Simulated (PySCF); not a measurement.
Compound: C₃H₉AlO₃.
Bonds: C1–O2, O2–Al3, O2–C4, C4–O5, O5–C6, C6–O7 (double). Hydrogens: H8, H9, H10 on C1; H11, H12, H13 on Al3; H14, H15 on C4; H16 on C6.

Computed, not measured: PBE0-D3(BJ)/def2-SVP geometry optimisation, gas phase (PySCF).

Q: How far are the bound atoms from Al3?

A: 4 atoms: H13 1.603 Å, H12 1.603 Å, H11 1.603 Å, O2 2.023 Å. The nearest atom not counted as bound is H8, at 2.91 Å.

Q: List the angles at Al3.

A: 
```json
{"angle": "H11–Al3–H12", "degrees": "119.0", "distance of the outer atoms (Å)": "2.76"}
{"angle": "H11–Al3–H13", "degrees": "118.3", "distance of the outer atoms (Å)": "2.75"}
{"angle": "H12–Al3–H13", "degrees": "116.5", "distance of the outer atoms (Å)": "2.73"}
{"angle": "O2–Al3–H13", "degrees": "100.7", "distance of the outer atoms (Å)": "2.80"}
{"angle": "O2–Al3–H12", "degrees": "97.9", "distance of the outer atoms (Å)": "2.75"}
{"angle": "O2–Al3–H11", "degrees": "96.3", "distance of the outer atoms (Å)": "2.72"}
```

Q: Describe the arrangement about Al3 in numbers.

A: Angles from 96.3° to 119.0°; τ4 = (360° − α − β)/141° = 0.87 with α and β the two widest (0 for a square, 1 for a tetrahedron).

Q: What are the other bond lengths?

A: C1–O2 1.431 Å; O2–C4 1.402 Å; C4–O5 1.406 Å; O5–C6 1.344 Å; C6=O7 1.194 Å; C1–H8, C1–H9, C1–H10 1.098 Å; C4–H14, C4–H15 1.098 Å; C6–H16 1.108 Å.

Q: Give some angles away from the centre.

A: C1–O2–Al3 117.7°, C1–O2–C4 117.6°, Al3–O2–C4 121.2°, O2–C4–O5 111.6°, C4–O5–C6 118.0°, O5–C6–O7 125.3°.

Q: What are the rotational constants (commonest isotopes, rigid rotor)?

A: A = 4328, B = 1206, C = 1060 MHz: a near-prolate asymmetric top.

Point group: C1 (no symmetry element, even within 0.4 Å). Charge 0, singlet. Not checked by PBE0-D3(BJ)/def2-SVP frequencies.

Time: 3.9 min wall; peak memory 0.58 GiB. Hardware: one thread, AMD EPYC 7R43 (x86_64), shared host with 256 logical CPUs at a one-minute load of 130. These figures are those of the optimisation.

Conformer computed: `[CH3:1][O+:2]([AlH3-:3])[CH2:4][O:5][CH:6]=[O:7]`: C1–O2–C4–O5 -79°, O2–C4–O5–C6 96°, C4–O5–C6–O7 -2°.

One conformer stands for the species.
